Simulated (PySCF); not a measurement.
A structure optimised at PBE-D3(BJ)/def2-SVP, used in a PySCF frequency run:

```xyz
10

C      2.0193    -1.1301     0.0000
C      0.7852    -0.5901     0.0000
Se     0.0436     1.1933     0.0000
C     -1.5148    -0.0594     0.0000
C     -0.5563    -1.2655     0.0000
O     -0.8295    -2.4454     0.0000
H      2.1083    -2.2286     0.0000
H      2.9389    -0.5270     0.0000
H     -2.1465     0.0090     0.9078
H     -2.1465     0.0090    -0.9078
```

### Question
Write its SMILES, formula and point group.

### Answer
C=C1[Se]CC1=O, C4H4OSe, Cs

### Question
What are its rotational constants (standard atomic weights)?

### Answer
4.1222, 2.0012, 1.3592 GHz
